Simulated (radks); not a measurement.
Q: The mean radii <r> (bohr) of the occupied orbitals of an atom or ion are listed with their occupations. Method: Dirac Kohn-Sham, LDA (Slater exchange, Perdew-Wang correlation), spin-unpolarised, spherical densities, finite nucleus; Fermi nuclear charge, rms radius of each element as measured or else 0.836 A^(1/3) + 0.57 fm; computed with a radial shooting solver on a logarithmic mesh with Libxc functionals.

| orbital | occ. | <r> |
|---|---|---|
| 1s1/2 | 2 | 0.02784 |
| 2s1/2 | 2 | 0.1195 |
| 2p1/2 | 2 | 0.1009 |
| 2p3/2 | 4 | 0.1064 |
| 3s1/2 | 2 | 0.3223 |
| 3p1/2 | 2 | 0.3125 |
| 3p3/2 | 4 | 0.3240 |
| 3d3/2 | 4 | 0.2947 |
| 3d5/2 | 6 | 0.2984 |
| 4s1/2 | 2 | 0.7611 |
| 4p1/2 | 2 | 0.7961 |
| 4p3/2 | 4 | 0.8243 |
| 4d3/2 | 4 | 0.9458 |
| 4d5/2 | 5 | 0.9572 |
| 5s1/2 | 2 | 2.001 |
| 5p1/2 | 2 | 2.432 |
| 5p3/2 | 3 | 2.555 |

Name the element and its charge. Open shells, if any, fill j = l - 1/2 first.

A: Z = 52, tellurium, charge 0: Te in [Kr] 4d9 5s2 5p5. The 1s radius gives Z: for a bare nucleus <r> = (2 gamma + 1)/(2Z) with gamma = sqrt(1 - (Z/c)^2), 0.02741 bohr for Z = 52, and screening makes it slightly larger (0.02784 here). The occupations add up to 52, and the charge is Z minus that.
